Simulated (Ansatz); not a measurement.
`FC(F)(F)/C=C/c1ccc(/C=C/c2ccc(/C=C/c3ccc(C(F)(F)F)cc3)cc2)cc1`, 50 atoms. Hardware: 2 threads of AMD EPYC 7R13 on a shared host and a share (18 GiB) of an NVIDIA H100 80GB HBM3.

Single mean-field runs in def2-SVP, def2-TZVP are fitted with def2-universal-jkfit.

How many basis functions does each of these Ansatz runs have, and roughly what does it cost? PBE-D4/def2-TZVP, charge 1 doublet at the geometry of the charge 0 singlet, energy, from earlier orbitals; PBE0-D4/def2-TZVP, charge 1 doublet at the geometry of the charge 0 singlet, energy; PBE-D4/def2-TZVP, charge -1 doublet at the geometry of the charge 0 singlet, energy, from earlier orbitals; PBE0-D4/def2-TZVP, charge -1 doublet at the geometry of the charge 0 singlet, energy; PBE0-D4/def2-TZVP, charge 0 singlet, energy and forces, from earlier orbitals; PBE-D4/def2-TZVP, charge 0 triplet at the geometry of the charge 0 singlet, energy, from earlier orbitals; PBE-D4/def2-TZVP, charge 0 singlet, energy, from earlier orbitals; PBE0-D4/def2-SVP, charge 0 singlet, energy, from earlier orbitals; PBE-D4/def2-SVP, charge 0 singlet, energy, from earlier orbitals; PBE0-D4/def2-TZVP, charge 0 triplet at the geometry of the charge 0 singlet, energy; r2SCAN-D4/def2-TZVP, charge 0 singlet, energy and forces, from earlier orbitals; PBE-D4/def2-SVP, charge 0 singlet, relaxation, 21 steps.

Other jobs shared the machine, so times can vary by a factor of up to 3. A dash marks memory too small to be measured apart from the calling script's.

```json
{"run": "PBE0-D4/def2-SVP, charge 0 singlet, energy, from earlier orbitals", "functions": "538", "fitting or Cholesky vectors": "2736", "wall time": "6.5 s", "peak host memory (GiB)": "–"}
{"run": "PBE-D4/def2-SVP, charge 0 singlet, energy, from earlier orbitals", "functions": "538", "fitting or Cholesky vectors": "2736", "wall time": "8 s", "peak host memory (GiB)": "–"}
{"run": "PBE-D4/def2-TZVP, charge 0 singlet, energy, from earlier orbitals", "functions": "1100", "fitting or Cholesky vectors": "2736", "wall time": "10 s", "peak host memory (GiB)": "–"}
{"run": "PBE-D4/def2-TZVP, charge -1 doublet at the geometry of the charge 0 singlet, energy, from earlier orbitals", "functions": "1100", "fitting or Cholesky vectors": "2736", "wall time": "13 s", "peak host memory (GiB)": "–"}
{"run": "r2SCAN-D4/def2-TZVP, charge 0 singlet, energy and forces, from earlier orbitals", "functions": "1100", "fitting or Cholesky vectors": "2736", "wall time": "15 s", "peak host memory (GiB)": "–"}
{"run": "PBE-D4/def2-TZVP, charge 1 doublet at the geometry of the charge 0 singlet, energy, from earlier orbitals", "functions": "1100", "fitting or Cholesky vectors": "2736", "wall time": "15 s", "peak host memory (GiB)": "–"}
{"run": "PBE-D4/def2-TZVP, charge 0 triplet at the geometry of the charge 0 singlet, energy, from earlier orbitals", "functions": "1100", "fitting or Cholesky vectors": "2736", "wall time": "16 s", "peak host memory (GiB)": "1.8"}
{"run": "PBE0-D4/def2-TZVP, charge 0 singlet, energy and forces, from earlier orbitals", "functions": "1100", "fitting or Cholesky vectors": "2736", "wall time": "16 s", "peak host memory (GiB)": "1.7"}
{"run": "PBE0-D4/def2-TZVP, charge -1 doublet at the geometry of the charge 0 singlet, energy", "functions": "1100", "fitting or Cholesky vectors": "2736", "wall time": "20 s", "peak host memory (GiB)": "1.7"}
{"run": "PBE0-D4/def2-TZVP, charge 1 doublet at the geometry of the charge 0 singlet, energy", "functions": "1100", "fitting or Cholesky vectors": "2736", "wall time": "20 s", "peak host memory (GiB)": "1.7"}
{"run": "PBE0-D4/def2-TZVP, charge 0 triplet at the geometry of the charge 0 singlet, energy", "functions": "1100", "fitting or Cholesky vectors": "2736", "wall time": "30 s", "peak host memory (GiB)": "1.9"}
{"run": "PBE-D4/def2-SVP, charge 0 singlet, relaxation, 21 steps", "functions": "538", "fitting or Cholesky vectors": "2736", "wall time": "82 s", "peak host memory (GiB)": "–"}
```
